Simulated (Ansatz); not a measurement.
Two structures of SnH5ClO, singlet, reached by relaxing down either side of one saddle point (PBE0-D4/def2-TZVP). Energies are electronic, without zero-point energy. Ansatz 0.2.0; basis: def2-TZVPP and def2-QZVPP; cores frozen in the correlated methods. Filled d shells of the heavier atoms are correlated. Core potentials replace the inner electrons of the atoms past krypton. The def2 sets are not built for correlating such inner shells, so the correlated values are less sure here. Extrapolation: Hartree–Fock as exp(−7.88 √X), correlation as X^−2.97. First:

| atom | x (Å) | y (Å) | z (Å) |
| --- | --- | --- | --- |
| Sn1 | -0.9944 | -0.3138 | -0.5574 |
| O2 | 0.3107 | -0.2488 | 0.9524 |
| H3 | -0.1039 | -1.0903 | -1.7694 |
| H4 | -1.4212 | 1.2938 | -0.9193 |
| H5 | -2.3202 | -1.2168 | 0.0172 |
| H6 | 1.7486 | 0.4370 | 0.5147 |
| Cl7 | 2.8189 | 1.0226 | -0.0071 |
| H8 | -0.0386 | 0.1163 | 1.7689 |

Second:

```json
{"atom": "Sn1", "x (Å)": "-0.6308", "y (Å)": "0.2440", "z (Å)": "-1.0489"}
{"atom": "O2", "x (Å)": "0.7332", "y (Å)": "-0.9323", "z (Å)": "1.4665"}
{"atom": "H3", "x (Å)": "-0.0104", "y (Å)": "-1.2897", "z (Å)": "-1.4092"}
{"atom": "H4", "x (Å)": "-1.2245", "y (Å)": "1.0293", "z (Å)": "-2.4448"}
{"atom": "H5", "x (Å)": "-1.7620", "y (Å)": "0.3170", "z (Å)": "0.2132"}
{"atom": "H6", "x (Å)": "1.3513", "y (Å)": "-0.2069", "z (Å)": "1.3222"}
{"atom": "Cl7", "x (Å)": "1.1882", "y (Å)": "1.6122", "z (Å)": "-0.4336"}
{"atom": "H8", "x (Å)": "0.3550", "y (Å)": "-0.7737", "z (Å)": "2.3346"}
```

**Question.** Which bonds change from the first to the second?

**Answer.** SnH₄O ([OH][SnH3]) + HCl → SnH₃Cl ([Cl][SnH3]) + H₂O; bonds formed: Sn1–Cl7, O2–H6; bonds broken: Sn1–O2, H6–Cl7.

**Question.** Give the saddle point's structure and its height above each. (Judge from chemistry; the value comes from the calculation.)

**Answer.** Computed: 4.72 kcal/mol above the first and 20.96 kcal/mol above the second (CCSD(T) at an estimated basis limit (MP2 extrapolated from triple and quadruple zeta, plus CCSD(T) − MP2 in triple zeta)).
```
8
angstrom
Sn -0.7238 -0.2004 -0.6268
O 0.4054 -0.3759 1.1232
H 0.0643 -1.1490 -1.7744
H -1.0592 1.4280 -0.9306
H -2.1056 -0.9878 0.0145
H 1.2899 0.2366 0.7013
Cl 2.0918 1.0291 -0.4277
H 0.0371 0.0193 1.9205
```

The T1 diagnostic stays at or below 0.013.

Hydrogen chloride, the by-product of chloride precursors, can attack films and sites by steps of this kind.

Labels in which every atom is bracketed show which atoms are joined, not bond orders.

For scale, one of the runs: CCSD(T)/def2-TZVPP, 193 basis functions, launched by `ansatz run in.yaml --threads 4 --pin off --events-out ev --progress --plain --max-ram 9574MiB`. Hardware: 4 CPU threads of an AMD EPYC, shared host. Wall time 120 s; peak host memory 2.4 GiB.
